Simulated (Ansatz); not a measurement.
Al2FHSe, SMILES `[F][Al]1[AlH][Se]1`, one more setting.

```yaml
crystal:
  periodic: [false, false, false]
  atoms:
    - {symbol: F, position_ang: [-1.312107, -2.187915, 1.294243]}
    - {symbol: Al, position_ang: [-0.513486, -0.944339, 0.573429]}
    - {symbol: Al, position_ang: [0.954405, 0.774237, -0.211011]}
    - {symbol: Se, position_ang: [-1.180813, 0.472971, -1.165779]}
    - {symbol: H, position_ang: [2.101802, 1.811445, -0.532281]}
basis:
  gaussian: {orbitals: def2-SVPD}
magnetization: {spin_polarized: true, initial_magnetization: 2}
hamiltonian: {xc: {name: HF}}
correlation: {active_space: {window: {electrons: 3, orbitals: 2}}}
```

```sh
$ ansatz run in.yaml --threads 2 --pin off --events-out ev --progress --plain --max-ram 4352MiB
```

Output, abridged:

```
Error: invalid value for `correlation.active_space`: it starts from restricted Hartree–Fock orbitals; set hamiltonian.xc: hf without magnetization.spin_polarized
```
